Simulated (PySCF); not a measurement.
trichloro(fluoromethyl)silane (CH₂Cl₃FSi), SMILES FC[Si](Cl)(Cl)Cl. Atoms are numbered in the order given.

```xyz
8

F      2.4294    -0.9746     0.0000
C      1.1396    -1.4695     0.0000
Si    -0.1060    -0.0533     0.0000
Cl     0.1351     1.1113     1.6749
Cl     0.1351     1.1113    -1.6749
Cl    -1.9865    -0.8970     0.0000
H      0.9809    -2.1002     0.8934
H      0.9809    -2.1002    -0.8934
```

Coordinates come from a B3LYP-D3(BJ)/def2-SVP optimisation. One conformer was computed; it need not be the lowest.

Two levels are set side by side: PBE/pcSseg-1 (PySCF) and B3LYP/pcSseg-1 (PySCF). GIAO shifts against CFCl3 (¹⁹F), HCl (³⁵Cl), TMS (²⁹Si), TMS (¹H), TMS (¹³C) at the same level; non-relativistic, no solvent, atoms listed together averaged. Without spin–orbit terms, shifts of atoms bonded to Cl or Br come out too high at both levels. Differences are taken from unrounded values.

```
quantity                  PBE
---------------------  ------
δ(¹⁹F) of F1 (ppm)     -310.0
δ(¹³C) of C2 (ppm)       87.7
δ(²⁹Si) of Si3 (ppm)     33.5
δ(¹H) of H7, H8 (ppm)    4.90
```

### Question
These are the PBE values. What does B3LYP give? (An estimate is asked for; the answer gives what the named calculation found.)

### Answer

| quantity | B3LYP | PBE minus B3LYP |
|---|---|---|
| δ(¹⁹F) of F1 (ppm) | -294.0 | -16.1 |
| δ(¹³C) of C2 (ppm) | 85.7 | 2.0 |
| δ(²⁹Si) of Si3 (ppm) | 33.2 | 0.3 |
| δ(¹H) of H7, H8 (ppm) | 4.76 | 0.13 |

Rough cost on one machine, each run with all the roots and properties that it gave: B3LYP against PBE within a factor of 2.
